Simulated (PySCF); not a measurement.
Input of a run (PBE0-D3(BJ)/def2-SVP geometry optimisation, gas phase (PySCF 2.14.0)), started from GFN2-xTB:
```
{"job": {"xc": "PBE0", "basis": "def2-SVP", "d3": "d3bj", "grid": 1, "shake": 0.01, "kind": "geom"}, "charge": 0, "multiplicity": 1}
C     -3.209090    -0.536330     1.244490
C     -2.282900    -0.288190     0.059990
C     -1.770470     1.151680     0.068350
O     -2.992510    -0.530270    -1.106080
C     -1.109350    -1.291460     0.155140
P      0.267820    -0.990250    -1.036440
C      1.258570    -2.548280    -0.863770
S     -0.226430    -0.638150    -2.882750
C      1.361980     0.276950    -0.271850
C      1.745890     1.349720    -1.061810
C      2.572650     2.321920    -0.540170
C      3.037650     2.218840     0.762700
C      2.625560     1.146040     1.525810
C      1.806050     0.163860     1.022350
H     -3.585160    -1.549800     1.238700
H     -4.091320     0.155690     1.137840
H     -2.734160    -0.286510     2.182530
H     -1.161330     1.344700     0.972570
H     -1.138230     1.324600    -0.803570
H     -2.610070     1.857220     0.062470
H     -2.465110    -0.417170    -1.884010
H     -0.687370    -1.304120     1.167680
H     -1.483160    -2.275820    -0.075710
H      2.154150    -2.432180    -1.459510
H      1.520590    -2.772920     0.174710
H      0.650150    -3.349880    -1.281280
H      1.382870     1.402620    -2.072270
H      2.885570     3.172550    -1.147550
H      3.683640     2.970170     1.160530
H      3.000520     1.065370     2.537770
H      1.527170    -0.684680     1.629780
```

Output (energies in Eh, forces in Eh/bohr):
```
step   0  E = -1242.79795650  max force = 0.033995
step   1  E = -1242.80628852  max force = 0.006252
step   2  E = -1242.80653268  max force = 0.003812
step   3  E = -1242.80650087  max force = 0.004492
step   4  E = -1242.80664580  max force = 0.000608
step   5  E = -1242.80664687  max force = 0.000908
step   6  E = -1242.80667016  max force = 0.000149
step   7  E = -1242.80667652  max force = 0.000178
optimisation converged
```

Summarise the run.

The energy falls by 5.5 kcal/mol over 8 energy and gradient evaluations, the largest force component goes from 0.0340 to 1.8e-04 Eh/bohr, and the atoms move by 0.068 Å rms after alignment. The bond that changes most is P6–C7 (ends: phosphorus bonded to 3 C and S; sp3 carbon bound to phosphorus), which shortens by 0.035 Å. Bonds longer at the end by more than 0.005 Å: 21 of 31; shorter: 5. Among the angles that change most is C2–O4–H21, from 112.7° to 107.6°. The energy rose by more than 1e-6 Eh at step 3. The first step brought 96 % of the lowering.

What are the final bond lengths?

C1–C2 1.523 Å, C2–C3 1.529 Å, C2–O4 1.404 Å, C2–C5 1.547 Å, C5–P6 1.831 Å, P6–C7 1.820 Å, P6=S8 1.969 Å, P6–C9 1.828 Å, C9–C10 1.396 Å, C10–C11 1.394 Å, C11–C12 1.394 Å, C12–C13 1.395 Å, C13–C14 1.392 Å, C9–C14 1.400 Å, C1–H15 1.100 Å, C1–H16 1.100 Å, C1–H17 1.100 Å, C3–H18 1.101 Å, C3–H19 1.100 Å, C3–H20 1.100 Å, O4–H21 0.974 Å, C5–H22 1.103 Å, C5–H23 1.102 Å, C7–H24 1.099 Å, C7–H25 1.100 Å, C7–H26 1.099 Å, C10–H27 1.094 Å, C11–H28 1.092 Å, C12–H29 1.093 Å, C13–H30 1.093 Å. Numbering counts from 1 in the input's order; the species is `CC(C)(O)C[P@@](C)(=S)c1ccccc1` ((2-hydroxy-2-methylpropyl)methylphenylphosphine sulfide).

The run used 289 basis functions and 55 SCF cycles in all. Hardware: Arm Neoverse V1, one thread, on a shared host. Cost: 10 min wall, 1.8 GiB resident at most.

No frequency check. The numbers are those of one conformer.

The values belong to the conformer `[CH3:1][C:2]([CH3:3])([OH:4])[CH2:5][P@@:6]([CH3:7])(=[S:8])[c:9]1[cH:10][cH:11][cH:12][cH:13][cH:14]1`: C1–C2–C5–P6 -174°, C2–C5–P6–C7 -166°, C5–P6–C9–C10 -131°, H–O4–C2–C1 -174°.
